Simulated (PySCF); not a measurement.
Species: C4H8F2O2.
InChI=1S/C4H8F2O2/c1-7-4(6,3-5)8-2/h3H2,1-2H3

Torsions of this conformer, `[CH3:1][O:2][C:3]([F:4])([CH2:5][F:6])[O:7][CH3:8]`: C1–O2–C3–F4 -54°, O2–C3–C5–F6 -63°, O2–C3–O7–C8 51°.

The closed-shell ground state was solved at several levels (PySCF, density fitting, gas phase, non-relativistic). One conformer (not necessarily the lowest) at the PBE0-D3(BJ)/def2-SVP geometry, without solvent, vibrations or thermal averaging.

| level | basis functions | total energy (Eh) | HOMO (eV) | LUMO (eV) | gap (eV) | dipole (D) |
| --- | --- | --- | --- | --- | --- | --- |
| CAM-B3LYP/def2-SVPD | 236 | -506.8336 | -9.82 | 1.23 | 11.05 | 1.42 |
| PBE0/pcSseg-1 | 176 | -506.7724 | -8.20 | 1.58 | 9.78 | 1.38 |
| B97-2/pcSseg-1 | 176 | -507.1372 | -7.94 | 1.58 | 9.52 | 1.38 |

Task: What might B3LYP/pcJ-1 (296 basis functions) give for the same quantities?

Result: Total energy -507.3691 Eh, HOMO -7.95 eV, LUMO 1.26 eV, gap 9.21 eV, dipole 1.36 D.

Task: Over all these levels, which gives the widest orbital gap and which the narrowest?

Result: CAM-B3LYP/def2-SVPD (range-separated hybrid) has the widest, 11.05 eV, and B3LYP/pcJ-1 (global hybrid, 20 % exact exchange) the narrowest, 9.21 eV. Functional and basis both differ between the two, so the spread mixes both effects.

Task: How far do the dipole and the HOMO energy spread over the levels?

Result: The dipole runs from 1.36 to 1.42 D (mean 1.38 D) and the HOMO from -9.82 to -7.94 eV.
